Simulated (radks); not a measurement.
The numbers below are computed, except where a source is named.
Si+, configuration [Ne] 3s2 3p1 (the NIST ground configuration). Code: a radial shooting solver on a logarithmic mesh with Libxc functionals. Model: non-relativistic Kohn-Sham, PBE, spin-polarised, spherical densities, point nucleus; open shells are filled with parallel spins first.

Normalised radial functions P(r) = r R(r), r in bohr:

```
   r/bohr * 3p up (the largest magnitude, 0.681, reaches the edge; | marks zero)
 0.005179                             *
 0.006637                             *
 0.008505                             *
   0.0109                             *
  0.01397                             *
  0.01775                             *
  0.02275                             *
  0.02916                             |*
  0.03736                             |*
  0.04788                             |*
  0.06086                             | *
  0.07799                             |  *
  0.09995                             |    *
   0.1281                             |     *
   0.1641                             |       *
   0.2103                             |         *
   0.2674                             |          *
   0.3426                             |           *
   0.4391                             |         *
   0.5626                             |     *
    0.721                             *
   0.9239                     *       |
    1.175             *               |
    1.505      *                      |
    1.929  *                          |
    2.472    *                        |
    3.167          *                  |
    4.059                 *           |
     5.16                       *     |
    6.612                           * |
    8.473                             *
```

3p up: eigenvalue -12.126 eV, 1 radial node at r = 0.715 bohr, <r> = 2.44 bohr, 90 % of the charge inside 3.75 bohr.
